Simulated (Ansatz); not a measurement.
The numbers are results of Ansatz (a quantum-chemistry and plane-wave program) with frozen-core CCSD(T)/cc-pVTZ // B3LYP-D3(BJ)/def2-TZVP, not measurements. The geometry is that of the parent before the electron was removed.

Ansatz 0.2 input:
```yaml
crystal:
  periodic: [false, false, false]
  atoms:
    - { symbol: C, position_ang: [-1.737188, -0.202718, 0.192909] }
    - { symbol: Al, position_ang: [0.009611, 0.595583, -0.120962] }
    - { symbol: C, position_ang: [1.711053, -0.34805, -0.083256] }
    - { symbol: Cl, position_ang: [0.084496, 2.675034, -0.538056] }
    - { symbol: H, position_ang: [-1.849528, -1.139169, -0.360743] }
    - { symbol: H, position_ang: [-2.555202, 0.462825, -0.08568] }
    - { symbol: H, position_ang: [-1.857152, -0.450615, 1.252563] }
    - { symbol: H, position_ang: [2.150435, -0.384706, -1.084688] }
    - { symbol: H, position_ang: [2.433724, 0.167097, 0.554548] }
    - { symbol: H, position_ang: [1.609751, -1.375282, 0.273364] }
basis:
  gaussian: { orbitals: cc-pVTZ }
correlation:
  method: ccsd_t
total_charge: 1
magnetization:
  spin_polarized: true
  initial_magnetization: 1
```

Output:

```
Functional definition: HF
1199 factors; integrals over basis functions are off by at most 1.2e-3 eV
mean field evaluation 1: about -21233.4915 eV, gradient 2.6e1 eV
mean field evaluation 2: about -21233.4953 eV, gradient 2.6e1 eV
mean field evaluation 4: about -21236.9402 eV, gradient 2.3e0 eV
mean field evaluation 8: about -21237.1110 eV, gradient 1.4e-1 eV
mean field evaluation 16: about -21233.4894 eV, gradient 2.6e1 eV
mean field evaluation 32: about -21237.1002 eV, gradient 2.9e-1 eV
mean field evaluation 64: about -21236.1270 eV, gradient 2.2e0 eV
mean field evaluation 96: about -21236.4460 eV, gradient 3.1e-1 eV
mean field evaluation 128: about -21236.4706 eV, gradient 1.8e-1 eV
mean field evaluation 160: about -21236.4796 eV, gradient 2.7e-1 eV
mean field evaluation 192: about -21235.2965 eV, gradient 2.4e-1 eV
mean field evaluation 224: about -21235.6656 eV, gradient 2.9e0 eV
mean field -21237.11173550 eV, -780.4494612482 hartree, gradient 1.9e-6 eV, S^2 0.829100; 8 other end points of the search recorded, 0 dependent functions left out
determinant -21237.11173550 eV, -780.4494612482 hartree, with singles and doubles -21254.90091344 eV, -781.1032014795 hartree
determinant -21236.06900811 eV, -780.4111417236 hartree, with singles and doubles -21253.62825082 eV, -781.0564319909 hartree
determinant -21235.30201653 eV, -780.3829553027 hartree, with singles and doubles -21253.47529023 eV, -781.0508107931 hartree
12 core orbitals not correlated
reference -21237.11173550 eV, -780.4494612482 hartree; 12, 11 occupied and 188, 189 virtual orbitals, 1199 factors
second order -16.08648399 eV of doubles, -0.00000000 eV of singles
cycle   1  -17.55962708 eV  change    -1.1e0 eV  update   2.8e-2
cycle   2  -17.59698444 eV  change   -3.7e-2 eV  update   9.0e-3
cycle   3  -17.59809186 eV  change   -1.1e-3 eV  update   7.7e-3
cycle   4  -17.60320753 eV  change   -5.1e-3 eV  update   5.5e-3
cycle   5  -17.60804009 eV  change   -4.8e-3 eV  update   4.6e-3
cycle   6  -17.60939516 eV  change   -1.4e-3 eV  update   1.8e-3
cycle   7  -17.61019630 eV  change   -8.0e-4 eV  update   8.6e-4
cycle   8  -17.61004001 eV  change    1.6e-4 eV  update   2.1e-4
cycle   9  -17.60992377 eV  change    1.2e-4 eV  update   9.3e-5
cycle  10  -17.60985397 eV  change    7.0e-5 eV  update   4.7e-5
cycle  11  -17.60985733 eV  change   -3.4e-6 eV  update   2.9e-5
cycle  12  -17.60985785 eV  change   -5.2e-7 eV  update   1.8e-5
perturbative correction -0.74005734 eV, -0.0271966057 hartree
Total energy: -21255.46165069 eV, -781.1238081935 hartree
```

Cost: around 21 core-minutes (rough).
